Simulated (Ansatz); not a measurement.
```yaml
crystal:
  periodic: [false, false, false]
  atoms:
    - {symbol: C, position_ang: [-0.115228, 1.262272, -1.169947]}
    - {symbol: C, position_ang: [-0.057004, 0.315285, -0.222464]}
    - {symbol: N, position_ang: [0.818936, -0.062178, 0.893287]}
    - {symbol: Si, position_ang: [-0.483741, -1.208613, 0.701605]}
    - {symbol: H, position_ang: [-0.832416, 1.327586, -1.840480]}
    - {symbol: H, position_ang: [0.656996, 2.040769, -1.113730]}
    - {symbol: H, position_ang: [1.743284, 0.073577, 0.949944]}
    - {symbol: H, position_ang: [-0.167274, -2.577177, 0.036767]}
    - {symbol: H, position_ang: [-1.463996, -1.352749, 1.731447]}
basis:
  gaussian: {orbitals: 6-31G}
magnetization: {spin_polarized: true, initial_magnetization: 1}
hamiltonian: {xc: {name: CAM-B3LYP}}
output: {forces: true}
```

```sh
$ ansatz run in.yaml --threads 2 --pin off --events-out ev --progress --plain --max-ram 4352MiB
```

Output, abridged:

```
Error: a molecule whose nuclei and cores have a total charge of 38 cannot have a net charge of 0 together with 1 unpaired electrons
```

**Question.** What is wrong with this run?

**Answer.** The number of unpaired electrons doesn't fit the electron count. The input was rejected before any iteration.
